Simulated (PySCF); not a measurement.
A structure optimised at B3LYP-D3(BJ)/def2-SVP, used in a PySCF frequency run:

```xyz
11

C      1.0612    -1.7781     0.0000
B     -0.1399    -0.7825     0.0000
O     -1.4261    -1.1749     0.0000
C      0.0120     0.8349     0.0000
O     -0.9696     1.5538     0.0000
O      1.2600     1.3303     0.0000
H      0.7483    -2.8323     0.0000
H      1.7056    -1.5931    -0.8777
H      1.7056    -1.5931     0.8777
H     -2.0007    -0.3861     0.0000
H      1.1873     2.3032     0.0000
```
Charge 0, spin multiplicity 1.

Problem. Write its SMILES, formula and point group.

Solution. CB(O)C(=O)O, C2H5BO3, Cs

Problem. What are its rotational constants (standard atomic weights)?

Solution. 5.0673, 3.1120, 1.9511 GHz
